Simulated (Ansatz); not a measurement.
Consider the isomerisation: `[CH3][Al]([SiH3])[O][SiH3]` → `C[SiH2][AlH][O][SiH3]`.

Program: Ansatz. Geometries: PBE0-D4/def2-TZVP. ΔE: electronic, gas phase. CCSD(T)/CBS is the MP2 limit (def2-TZVPP, def2-QZVPP) plus CCSD(T) − MP2 in def2-TZVPP, frozen cores. Functionals use def2-TZVPP. B3LYP here is the variant with VWN-RPA as its local correlation; programs differ in this. One conformer a species, not always the lowest.

```csv
level,ΔE (kcal/mol)
PBE-D4,3.2
B3LYP-D4,3.0
ωB97X-V,2.6
ωB97M-V,3.0
r2SCAN,3.7
PBE0,3.3
HF/def2-TZVPP,2.4
MP2/def2-TZVPP,3.0
```

Question: What does CCSD(T)/CBS give? (Best estimate.)

Answer: Ansatz gave: +3.0 kcal/mol. The listed levels differ from it by 0.2, 0.0, -0.4, 0.0, 0.7, 0.3, -0.6, 0.0 kcal/mol.

Largest T1 diagnostic among the species: 0.012.
